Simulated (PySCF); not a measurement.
SMILES O=S(=O)(O)O (H2O4S), CAM-B3LYP/def2-SVP optimised geometry.

```
7

O      0.87    -0.20     0.00
S     -0.74    -0.20     0.00
O     -1.19    -1.18    -0.95
O     -1.13     1.18     0.00
O     -1.05    -0.81     1.45
H      1.19    -1.07    -0.30
H     -1.05    -0.09     2.10
```

Density from CAM-B3LYP/def2-TZVP (PySCF) at that geometry.

Minimum of the electron density along straight lines between bonded atoms, close to the bond critical point (lines longer than 1.1 times the sum of covalent radii, or with two minima, are not listed):

| bond | length / Å | ρ at the minimum / e bohr⁻³ | ∇²ρ there / e bohr⁻⁵ | position (fraction from the first atom) |
|---|---|---|---|---|
| O1–S2 | 1.607 | 0.234 | -0.15 | 0.60 |
| S2–O3 | 1.436 | 0.318 | 0.83 | 0.40 |
| S2–O4 | 1.436 | 0.318 | 0.83 | 0.40 |
| S2–O5 | 1.607 | 0.234 | -0.15 | 0.40 |
| O1–H6 | 0.972 | 0.345 | -2.38 | 0.81 |
| O5–H7 | 0.972 | 0.345 | -2.38 | 0.81 |
